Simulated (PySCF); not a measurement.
C$_{2}$H$_{8}$MgOSi, singlet, geometry from GFN2-xTB (such geometries of metal compounds can be far from the true shape), atoms displaced at random by about 0.08 Å a coordinate; TPSS/STO-3G, gradient (PySCF).

PySCF was given this input:
```python
from pyscf import gto, scf, dft

mol = gto.Mole()
mol.atom = '''
    Mg    1.03138697   -0.78115586    0.54919528
    C    -0.58073686   -1.68133396    1.81406885
    C    -1.75490919   -1.03526633    1.53214028
    H    -0.16443469   -1.52994227    3.02359786
    H    -0.46636839   -2.61639217    1.66493271
    H    -2.08816182   -1.16352341    0.54097142
    H    -1.71074291    0.16679997    1.67919627
    H    -2.59371031   -1.31661356    2.15219019
    O     0.54320988    0.40879367   -0.55009875
    Si    0.26295937    1.45522000   -1.63713580
    H    -1.04305445    1.20014595   -2.45109315
    H     1.31668595    1.72198641   -2.73331182
    H     0.08406242    2.77330533   -0.79997021
'''
mol.basis = 'sto-3g'
mol.verbose = 3
mol.build()

mf = dft.RKS(mol)
mf.xc = 'tpss'
mf.grids.level = 5
mf.kernel()
g = mf.nuc_grad_method()
g.grid_response = True
grad = g.kernel()
```

What the program printed (banner, timings and long lists left out):

```
converged SCF energy = -637.949536742367
--------------- RKS gradients ---------------
         x                y                z
0 Mg     0.0507587765     0.0263083487    -0.0387742147
1 C    -0.2160091128    -0.1256068747    -0.1079155535
2 C     0.1003616467    -0.1321418914    -0.0120487294
3 H     0.0330557039     0.0065801160     0.0767210651
4 H     0.0004409647     0.1681115170     0.0287232869
5 H     0.0141955999     0.0065594878     0.0467993828
6 H    -0.0007492668     0.0563871463     0.0074427695
7 H     0.0246937817     0.0080109399    -0.0159761974
8 O    -0.0251341195     0.0589232782    -0.0406526960
9 Si     0.0336893785    -0.0999429239     0.0688202909
10 H    -0.0299520705    -0.0051873805    -0.0204694444
11 H     0.0171940415     0.0070767060    -0.0240273722
12 H    -0.0025453238     0.0249215307     0.0313574125
----------------------------------------------
```
